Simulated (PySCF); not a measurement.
**Predicted spectroscopic data**

PySCF 2.14.0 with density-fitted response routines calculation with PBE0/pcSseg-1 with gauge-including orbitals and coordinates at the GFN2-xTB level; non-relativistic Hamiltonian, rapidly exchanging positions averaged, single conformer, no solvent.

Shifts are taken against calculated references (same method and geometry level): ¹H and ¹³C vs TMS. Where no couplings were computed, multiplicities follow the n + 1 count of equivalent neighbours, and m marks all less simple cases (inequivalent or close neighbours, rings, F or P nearby). Shifts are as computed. Against solution values, carbons near 30 ppm lie about +3 ppm off and those near 130 ppm about +5 ppm. Of 1211 compounds with measured shifts, 218 miss one by over three times the rms of a fit or turn the order of signals round; such compounds aren't used in these exercises.

Compound 1 (C9H13N). ¹H NMR (500 MHz, computed): δ 6.30 (m, 1H), 6.16 (m, 1H), 5.51 (br s, 1H), 5.31 (br s, 1H), 1.35 (s, 9H). ¹³C{¹H} NMR (computed): δ 167.0, 141.1, 135.1, 124.6, 121.2, 37.2, 32.0. Structure: SMILES C=C(C#N)C(=C)C(C)(C)C.

Compound 2 (C6H7N3O). ¹H NMR (500 MHz, computed): δ 10.69 (s, 1H), 7.78 (s, 1H), 3.25 (q, 2H), 1.46 (t, 3H). ¹³C{¹H} NMR (computed): δ 202.7, 171.8, 152.4, 118.2, 35.3, 20.0. Structure: SMILES C(C)c1cc(C=O)nnn1.

Compound 3 (C5H9ClO2Si). ¹H NMR (500 MHz, computed): δ 5.69 (s, 2H), 5.54 (s, 2H), 3.80 (s, 3H), 1.75 (s, 2H). ¹³C{¹H} NMR (computed): δ 171.5, 103.9, 66.8, 60.0, 18.4. Structure: SMILES COCOC1=C([SiH2]Cl)C1.
